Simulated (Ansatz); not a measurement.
def2 core potentials replace the inner electrons of Sn.

Species: CH3F3O3Sn, SMILES `[OH][Sn]([OH])([OH])[C](F)(F)F` (charge 0, multiplicity 1).

### Question
Give a relaxed geometry from PBE0-D3(BJ)/def2-SVP (Ansatz, a program for electronic structure).

### Answer
This is not unique; one that fits is the end point of this relaxation, one of several conformers (outside a Z-matrix the atoms follow the SMILES, hydrogens last).
Z-matrix (Å, degrees):
```
Sn
O 1 1.9704
H 2 0.9658 1 110.80
O 1 1.9705 2 108.07 3 120.54
H 4 0.9658 1 110.80 2 3.81
O 1 1.9705 2 108.05 3 3.84
H 6 0.9658 1 110.81 2 120.62
C 1 2.1980 2 110.85 3 -117.81
F 8 1.3325 1 110.88 2 -57.06
F 8 1.3325 9 108.03 1 -121.69
F 8 1.3325 9 108.03 10 -116.63
```
